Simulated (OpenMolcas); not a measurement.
Mo+.

```
Program             : OpenMolcas
Basis               : ANO-RCC-VQZP [8s7p5d3f2g1h]
Scalar Hamiltonian  : DKH2, point nucleus
Active space        : 5 electrons in 6 orbitals (4d 5s)
State averaging     : 2S+1 = 6 even, 6 roots; 2S+1 = 4 even, 64 roots kept (CI in the orbitals of an earlier block); 2S+1 = 2 even, 110 roots kept (CI in the orbitals of an earlier block)
Spin-orbit coupling : RASSI with atomic mean-field integrals over the reference wave functions, term energies averaged over their components
```

Two sets of levels on these reference wave functions, in cm⁻¹ above 4d⁵ ⁶S_5/2: one from CASSCF and one from MS-CASPT2, IPEA 0.25 Eh, imaginary shift 0.1 Eh (closed shells correlated: 4s 4p).

```csv
Level,Set 1,Set 2
4d⁵ ⁶S_5/2,0.0,0.0
4d⁴ 5s ⁶D_1/2,8710,11860
4d⁴ 5s ⁶D_3/2,8930,12090
4d⁴ 5s ⁶D_5/2,9290,12460
4d⁴ 5s ⁶D_7/2,9750,12930
4d⁴ 5s ⁶D_9/2,10320,13480
4d⁴ 5s ⁴D_1/2(1) [57 %],20170,16930
4d⁴ 5s ⁴D_3/2(1) [54 %],20170,17330
4d⁴ 5s ⁴D_5/2(1) [55 %],20420,17510
4d⁵ ⁴G_5/2,20550,15560
4d⁵ ⁴G_7/2,20640,15670
4d⁵ ⁴G_9/2,20720,15730
4d⁵ ⁴G_11/2,20730,15720
4d⁵ ⁴P_1/2 [54 %],21150,16070
4d⁴ 5s ⁴D_7/2(1),21240,17020
4d⁵ ⁴P_3/2 [51 %],21680,15830
```

Q: Which set is which?

A: Set 2 is MS-CASPT2. Its levels of the other terms of 4d⁵ lie at 0.73 to 0.76 of the other set's values, as expected, since terms of lower spin or lower L gain more correlation energy than the Hund ground term. Against 9 measured levels (NIST Handbook of Basic Atomic Spectroscopic Data) the mean absolute deviation is 170 cm-1 with it and 4100 cm-1 without; single levels miss by up to 360 cm-1 with it.

CASPT2 breaks the degeneracy within a term, and the mean is taken; among the terms shown or strongly mixed into the levels shown the widest spread is 420 cm-1 (4d⁵ ⁴G, MS-CASPT2). Terms from blocks run as CI alone lack orbitals of their own. Configurations are named by rounded mean occupations; where the s occupation lies near a half they are strongly mixed, a name can repeat and a true partner stay unpaired. A single d shell beside an s shell can misplace configurations of different d count against each other. Without dynamic correlation excited terms often stand tens of per cent too high (terms of higher spin than the ground term too low), and those without a measured partner can miss by more than the paired ones (holds for CASSCF). Blocks of more than 70 roots (2S+1 = 2 even) ran without multistate coupling (holds for MS-CASPT2). Computed and measured levels are paired by configuration, term and J; levels that our copy of the source lacks, or whose pairing is in doubt (as where it misses far off the trend of its configuration), stay unpaired and out of the deviations. Levels of configurations outside the active space are missing. Levels that lie high or do not pair safely by name in every column are left out.

A share in square brackets marks a mixed level and gives the weight of the term that names it, the lowest over the columns. A number in round brackets counts repeated terms of one configuration in the order of the reference energies.
